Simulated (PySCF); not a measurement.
dimethyl diselenide (C2H6Se2), singlet, geometry from GFN2-xTB. Base run: DF-PBE/pcseg-1 (PySCF).

Here is a job for PySCF.
```python
from pyscf import gto, scf, dft

mol = gto.Mole()
mol.atom = '''
    C     1.968559   -1.176134    0.159054
    Se    0.979498    0.507549    0.433550
    Se   -0.959918    0.039424   -0.694255
    C    -2.037413   -0.747376    0.757753
    H     2.964965   -1.030416    0.564544
    H     2.022396   -1.386605   -0.905073
    H     1.466846   -1.984399    0.683848
    H    -3.034512   -0.912441    0.361485
    H    -2.073845   -0.050680    1.590130
    H    -1.598429   -1.691481    1.068196
'''
mol.basis = 'pcseg-1'
mol.charge = 0
mol.spin = 0
mol.verbose = 4
mol.build()

mf = dft.RKS(mol)
mf.xc = 'pbe'
mf = mf.density_fit(auxbasis='def2-universal-jkfit')
mf.kernel()
mf.analyze()
```

Variants of this job, named by their change:

```csv
change,basis functions,E (Eh),HOMO (eV),HOMO-LUMO gap (eV),dipole (D)
base,112,-4881.55771,-5.37,3.69,1.78
basis = jorge-DZP-DKH; relativity = none (without mf = mf.density_fit(auxbasis='def2-universal-jkfit')),146,-4869.00297,-5.44,3.62,1.76
basis = x2c-SVPall; relativity = spin-free X2C; nucleus = Gaussian (with mol.nucmod = 'G'; without mf = mf.density_fit(auxbasis='def2-universal-jkfit')),122,-4937.92962,-5.20,3.61,1.58
basis = cc-pVDZ-DK; relativity = none (without mf = mf.density_fit(auxbasis='def2-universal-jkfit')),112,-4848.75391,-5.30,3.72,1.82
basis = cc-pVDZ-DK; relativity = spin-free X2C; nucleus = Gaussian (with mol.nucmod = 'G'; without mf = mf.density_fit(auxbasis='def2-universal-jkfit')),112,-4938.63323,-5.20,3.58,1.61
basis = jorge-DZP-DKH; relativity = spin-free X2C (without mf = mf.density_fit(auxbasis='def2-universal-jkfit')),146,-4938.58138,-5.35,3.54,1.57
basis = x2c-SVPall; relativity = spin-free X2C (without mf = mf.density_fit(auxbasis='def2-universal-jkfit')),122,-4937.95806,-5.20,3.61,1.58
basis = x2c-SVPall; relativity = none (without mf = mf.density_fit(auxbasis='def2-universal-jkfit')),122,-4857.26782,-5.38,3.77,1.88
basis = jorge-DZP-DKH; relativity = spin-free X2C; nucleus = Gaussian (with mol.nucmod = 'G'; without mf = mf.density_fit(auxbasis='def2-universal-jkfit')),146,-4938.54858,-5.35,3.54,1.57
basis = cc-pVDZ-DK; relativity = spin-free X2C (without mf = mf.density_fit(auxbasis='def2-universal-jkfit')),112,-4938.66536,-5.20,3.58,1.61
```

Absolute energies of different levels of theory aren't comparable as measures of quality.

Basis sets contracted for a relativistic Hamiltonian are a mismatch without it, so the rows without relativity aren't non-relativistic limits. No row has spin-orbit coupling; sets with core potentials leave out the core electrons.
